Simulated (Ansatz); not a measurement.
Ansatz (a first-principles code) input (CCSD(T)/def2-TZVPPD):
A basis named .json is the Basis Set Exchange file of that set.

Ansatz 0.2 input:
```yaml
crystal:
  periodic: [false, false, false]
  atoms:
    - {symbol: Si, position_ang: [-0.65615946, 0.16943735, 0.08108725]}
    - {symbol: N, position_ang: [1.13965194, -0.06476023, -0.26953305]}
    - {symbol: H, position_ang: [-1.18168396, -0.97576100, -0.81447787]}
    - {symbol: H, position_ang: [-0.83999124, -0.68297338, 1.37798810]}
    - {symbol: H, position_ang: [1.68890625, 0.68108461, 0.14004556]}
    - {symbol: H, position_ang: [1.54143775, -0.94115151, 0.04795403]}
basis:
  gaussian:
    orbitals: def2-TZVPPD.json
total_charge: -1
magnetization: {spin_polarized: false}
correlation: {method: ccsd_t, electrons: outside_noble_gas}
```

Output:

```
Functional definition: HF
integrals: 0.37 GiB planned
865 factors; integrals over basis functions are off by at most 9.4e-4 eV
0.81 GiB of device memory are held for the factors and their scratch space
mean field: 0.44 GiB planned
mean field evaluation 1: about -9406.4076 eV, gradient 1.6e1 eV
mean field evaluation 2: about -9406.4080 eV, gradient 1.6e1 eV
mean field evaluation 4: about -9407.4848 eV, gradient 1.4e0 eV
mean field evaluation 8: about -9407.4996 eV, gradient 7.9e-4 eV
mean field evaluation 16: about -9407.4971 eV, gradient 5.9e-1 eV
mean field -9407.49959021 eV, -345.7192333082 hartree, gradient 3.2e-6 eV, S^2 0.000000; 0 other end points of the search recorded, 0 dependent functions left out
6 core orbitals not correlated
reference -9407.49959021 eV, -345.7192333082 hartree; 7, 7 occupied and 140, 140 virtual orbitals, 865 factors
second order -9.96531812 eV of doubles, -0.00000000 eV of singles
coupled cluster: 2.81 GiB planned
cycle   1  -10.40392015 eV  change   -4.4e-1 eV  update   7.8e-2
cycle   2  -10.71415154 eV  change   -3.1e-1 eV  update   2.5e-2
cycle   3  -10.76378605 eV  change   -5.0e-2 eV  update   1.2e-2
cycle   4  -10.75832335 eV  change    5.5e-3 eV  update   3.4e-3
cycle   5  -10.75792944 eV  change    3.9e-4 eV  update   1.4e-3
cycle   6  -10.75780093 eV  change    1.3e-4 eV  update   4.8e-4
cycle   7  -10.75759745 eV  change    2.0e-4 eV  update   2.0e-4
cycle   8  -10.75761071 eV  change   -1.3e-5 eV  update   8.4e-5
cycle   9  -10.75763503 eV  change   -2.4e-5 eV  update   3.5e-5
cycle  10  -10.75762088 eV  change    1.4e-5 eV  update   1.4e-5
perturbative correction -0.42381169 eV, -0.0155747923 hartree
Total energy: -9418.68102278 eV, -346.1301433759 hartree
```

It need not be the lowest isomer of its formula. Whether it binds its extra electron was not tested at this geometry.
